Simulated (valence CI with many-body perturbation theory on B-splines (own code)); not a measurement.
**Level structure of Cs⁴⁸⁺**

Calculated by relativistic CI+MBPT: five valence electrons over a frozen Dirac-Fock core [He], radial functions for each j: 11 s, 11 p, 10 d, 8 f, 5 g, 2 h, with the one-electron correlation potential Σ1, the two-electron term Σ2, the three-electron term Σ3, Breit, model QED; selected CI, second order for the rest, scaled by the run's own slope (own B-spline code, finite nucleus).

The last digits are not significant, and no measured levels were compared; by estimate large intervals hold to a few tenths of a per cent, small ones and those within an open d or f shell to about a per cent. Among the levels kept, up to 7300 cm⁻¹ of a level comes from second order outside the variational space, and about a tenth of that is noise between levels of different J, which matters for small intervals.

Levels 136 to 180 of 199, with energies above the lowest level, (2s^2 2p1/2^2 2p3/2) J=3/2. "Leading %" is the weight of the configuration and term that name the level; weights of strongly mixed levels are sums over their largest components and can fall short. In the jj column 3d3/2^4 stands for four electrons in 3d with j = 3/2.

| No. | Configuration | Term | J | E (eV) | Leading % | Leading jj | g |
| --- | --- | --- | --- | --- | --- | --- | --- |
| 136 | 2s 2p3 3p | 4P | 3/2 | 5911.0 | 32 | 2s 2p1/2 2p3/2^2 3p3/2 (99 %) | 1.410 |
| 137 | 2s 2p3 3d | 4G° | 7/2 | 5912.7 | 32 | 2s 2p1/2 2p3/2^2 3d3/2 (85 %) | 1.253 |
| 138 | 2s 2p3 3p | 4P | 5/2 | 5917.2 | 49 | 2s 2p1/2 2p3/2^2 3p3/2 (92 %) | 1.342 |
| 139 | 2s 2p3 3p | 2P | 1/2 | 5923.3 | 69 | 2s 2p1/2 2p3/2^2 3p3/2 (97 %) | 0.734 |
| 140 | 2s 2p3 3d | 6D° | 9/2 | 5926.2 | 46 | 2s 2p1/2 2p3/2^2 3d5/2 (95 %) | 1.342 |
| 141 | 2s 2p3 3p | 4P | 3/2 | 5926.7 | 34 | 2s 2p1/2 2p3/2^2 3p3/2 (98 %) | 1.325 |
| 142 | 2s 2p3 3p | 2F | 7/2 | 5930.8 | 78 | 2s 2p1/2 2p3/2^2 3p3/2 (98 %) | 1.177 |
| 143 | 2s 2p3 3d | 4D° | 7/2 | 5931.4 | 53 | 2s 2p1/2 2p3/2^2 3d5/2 (86 %) | 1.307 |
| 144 | 2s 2p3 3p | 2P | 1/2 | 5934.9 | 43 | 2s 2p1/2 2p3/2^2 3p3/2 (93 %) | 1.353 |
| 145 | 2s 2p3 3p | 2D | 5/2 | 5935.9 | 43 | 2s 2p1/2 2p3/2^2 3p3/2 (98 %) | 1.281 |
| 146 | 2s 2p3 3p | 2D | 3/2 | 5940.7 | 35 | 2s 2p1/2 2p3/2^2 3p3/2 (97 %) | 1.265 |
| 147 | 2s 2p3 3d | 2G° | 9/2 | 5941.2 | 38 | 2s 2p1/2 2p3/2^2 3d3/2 (90 %) | 1.188 |
| 148 | 2s 2p3 3p | 2D | 5/2 | 5941.8 | 47 | 2s 2p1/2 2p3/2^2 3p3/2 (96 %) | 1.242 |
| 149 | 2s 2p3 3d | 4F° | 7/2 | 5947.1 | 42 | 2s 2p1/2 2p3/2^2 3d3/2 (89 %) | 1.288 |
| 150 | 2s 2p3 3d | 4P° | 5/2 | 5947.6 | 45 | 2s 2p1/2 2p3/2^2 3d3/2 (78 %) | 1.393 |
| 151 | 2s 2p3 3d | 4D° | 1/2 | 5948.1 | 58 | 2s 2p1/2 2p3/2^2 3d5/2 (92 %) | 0.757 |
| 152 | 2s 2p3 3d | 4S° | 3/2 | 5952.2 | 35 | 2s 2p1/2 2p3/2^2 3d3/2 (79 %) | 1.528 |
| 153 | 2s 2p3 3p | 2P | 1/2 | 5956.7 | 63 | 2s 2p1/2 2p3/2^2 3p3/2 (97 %) | 1.344 |
| 154 | 2s 2p3 3p | 2D | 3/2 | 5956.8 | 39 | 2s 2p1/2 2p3/2^2 3p3/2 (88 %) | 1.089 |
| 155 | 2s 2p3 3d | 4D° | 5/2 | 5958.8 | 65 | 2s 2p1/2 2p3/2^2 3d5/2 (74 %) | 1.247 |
| 156 | 2s 2p3 3d | 4D° | 3/2 | 5959.2 | 39 | 2s 2p1/2 2p3/2^2 3d5/2 (72 %) | 1.288 |
| 157 | 2s 2p3 3d | 4G° | 11/2 | 5962.5 | 100 | 2s 2p1/2 2p3/2^2 3d5/2 (100 %) | 1.258 |
| 158 | 2s 2p3 3d | 4F° | 9/2 | 5965.6 | 57 | 2s 2p1/2 2p3/2^2 3d5/2 (94 %) | 1.226 |
| 159 | 2p4 3s | 4P | 5/2 | 5975.1 | 63 | 2p1/2^2 2p3/2^2 3s (88 %) | 1.452 |
| 160 | 2s 2p3 3d | 2S° | 1/2 | 5978.4 | 49 | 2s 2p1/2 2p3/2^2 3d5/2 (90 %) | 1.700 |
| 161 | 2s 2p3 3d | 4F° | 3/2 | 5982.2 | 59 | 2s 2p1/2 2p3/2^2 3d3/2 (88 %) | 0.669 |
| 162 | 2p4 3s | 2P | 3/2 | 5984.5 | 46 | 2p1/2^2 2p3/2^2 3s (84 %) | 1.189 |
| 163 | 2s 2p3 3d | 2F° | 7/2 | 5987.1 | 44 | 2s 2p1/2 2p3/2^2 3d5/2 (77 %) | 1.119 |
| 164 | 2s 2p3 3d | 2P° | 3/2 | 5988.0 | 49 | 2s 2p1/2 2p3/2^2 3d5/2 (84 %) | 1.332 |
| 165 | 2s 2p3 3d | 2D° | 5/2 | 5989.7 | 38 | 2s 2p1/2 2p3/2^2 3d5/2 (58 %) | 1.109 |
| 166 | 2s 2p3 3d | 4D° | 1/2 | 5996.1 | 53 | 2s 2p1/2 2p3/2^2 3d3/2 (91 %) | 0.537 |
| 167 | 2s 2p3 3d | 2D° | 3/2 | 5997.7 | 39 | 2s 2p1/2 2p3/2^2 3d3/2 (88 %) | 0.878 |
| 168 | 2s 2p3 3d | 2D° | 5/2 | 5999.0 | 29 | 2s 2p1/2 2p3/2^2 3d3/2 (70 %) | 1.039 |
| 169 | 2s 2p3 3d | 2G° | 7/2 | 6004.9 | 53 | 2s 2p1/2 2p3/2^2 3d3/2 (84 %) | 1.001 |
| 170 | 2s 2p3 3d | 4F° | 5/2 | 6008.1 | 34 | 2s 2p1/2 2p3/2^2 3d5/2 (56 %) | 1.115 |
| 171 | 2s 2p3 3d | 2F° | 5/2 | 6012.5 | 33 | 2s 2p1/2 2p3/2^2 3d3/2 (70 %) | 1.108 |
| 172 | 2s 2p3 3d | 2P° | 3/2 | 6015.8 | 33 | 2s 2p1/2 2p3/2^2 3d3/2 (75 %) | 1.218 |
| 173 | 2s 2p3 3d | 2D° | 5/2 | 6018.2 | 38 | 2s 2p1/2 2p3/2^2 3d3/2 (48 %) | 1.227 |
| 174 | 2s 2p3 3d | 2P° | 1/2 | 6020.1 | 48 | 2s 2p1/2 2p3/2^2 3d3/2 (88 %) | 0.512 |
| 175 | 2s 2p3 3d | 4D° | 7/2 | 6021.9 | 50 | 2s 2p1/2 2p3/2^2 3d5/2 (97 %) | 1.233 |
| 176 | 2s 2p3 3d | 2D° | 3/2 | 6021.9 | 33 | 2s 2p1/2 2p3/2^2 3d3/2 (89 %) | 1.096 |
| 177 | 2p4 3s | 2S | 1/2 | 6022.3 | 57 | 2p1/2^2 2p3/2^2 3s (92 %) | 1.980 |
| 178 | 2s 2p3 3d | 4D° | 5/2 | 6027.6 | 36 | 2s 2p1/2 2p3/2^2 3d5/2 (95 %) | 1.219 |
| 179 | 2s 2p3 3d | 2P° | 1/2 | 6028.3 | 49 | 2s 2p1/2 2p3/2^2 3d3/2 (92 %) | 1.067 |
| 180 | 2s 2p3 3d | 2G° | 9/2 | 6033.3 | 80 | 2s 2p1/2 2p3/2^2 3d5/2 (98 %) | 1.132 |
